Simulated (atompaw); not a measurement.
**An all-electron radial function and its pseudo partner (Zn (Z = 30))**

Columns: radius, all-electron u(r) and pseudo u(r) of the 3p shell (level -93.09 eV) of zinc in the configuration [Ne] 3s2 3p6 3d10 4s1 4p0; PBE, scalar-relativistic, PAW (atompaw) scheme, atompaw 4.2.0.5.

| r (bohr) | all-electron | pseudo |
| --- | --- | --- |
| 0.060 | -0.4413 | 0.0197 |
| 0.119 | -0.6741 | 0.0760 |
| 0.179 | -0.4827 | 0.1662 |
| 0.238 | -0.0851 | 0.2803 |
| 0.298 | 0.3503 | 0.4131 |
| 0.358 | 0.7211 | 0.5526 |
| 0.417 | 0.9897 | 0.6862 |
| 0.477 | 1.1642 | 0.8088 |
| 0.537 | 1.2533 | 0.9098 |
| 0.596 | 1.2763 | 0.9825 |
| 0.656 | 1.2525 | 1.0260 |
| 0.715 | 1.1977 | 1.0384 |
| 0.775 | 1.1225 | 1.0221 |
| 0.835 | 1.0365 | 0.9806 |
| 0.894 | 0.9478 | 0.9211 |
| 0.954 | 0.8577 | 0.8479 |
| 1.013 | 0.7722 | 0.7699 |
| 1.073 | 0.6899 | 0.6899 |
| 1.133 | 0.6135 | 0.6136 |
| 1.192 | 0.5446 | 0.5446 |
| 1.252 | 0.4809 | 0.4809 |
| 1.312 | 0.4235 | 0.4235 |
| 1.371 | 0.3729 | 0.3729 |
| 1.431 | 0.3270 | 0.3270 |
| 1.490 | 0.2869 | 0.2869 |
| 1.550 | 0.2508 | 0.2508 |

Task: How many radial nodes do the two functions have?

Result: The all-electron 3p function has n − l − 1 = 1; the pseudo-wave has 0, since the states of the same l below it are removed with the core.

Task: At about which radius was the pseudo-wave matched?

Result: 1.20 bohr. The columns agree to 0.0005 from 1.07 bohr on; several derivatives are matched, so the curves merge somewhat inside the radius.

Task: Is the pseudo-wave norm-conserving?

Result: No, it belongs to a PAW set: the norm inside the radius is not constrained, and the difference is carried by the augmentation charge.
